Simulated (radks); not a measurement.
Results of a calculation; reference values are marked as such.
Excited configurations of the caesium ion Cs2+: one electron is placed in a higher orbital outside [Kr] 4d10 5s2 5p4. The ground configuration is [Kr] 4d10 5s2 5p5. Code: a radial shooting solver on a logarithmic mesh with Libxc functionals. Model: scalar-relativistic Kohn-Sham, PBE, spin-unpolarised, spherical densities, point nucleus. Excitation = E - E(ground); binding = E(ion) - E, where the ion is the core of charge +3; n* = 3/sqrt(2 binding) in atomic units, and the quantum defect is n - n*.

outer orbital,excitation (eV),binding (eV),n*,quantum defect,eigenvalue (eV),<r> (bohr)
4f,21.421,12.676,3.108,0.892,-7.723,2.261
5d,16.759,17.339,2.658,2.342,-13.506,2.854
6d,25.312,8.786,3.733,2.267,-7.339,6.286
7s,25.215,8.882,3.713,3.287,-7.629,7.145
7d,28.550,5.547,4.698,2.302,-4.709,10.46
7f,30.525,3.573,5.854,1.146,-3.037,15.68

The Delta-SCF ionisation energy is 34.098 eV (NIST Atomic Spectra Database: 33.195 eV, semi-empirical). Self-interaction in the functional shifts the binding energies and quantum defects, so they are the method's values and not measured ones. Spin polarisation and multiplet splitting are left out, so open shells lie too high by an amount that depends on their filling. Spin-orbit splitting is averaged out at the scalar-relativistic level.

Beside tabulated values, note that spin-unpolarised runs miss the spin-polarisation part of the exchange energy of open shells.
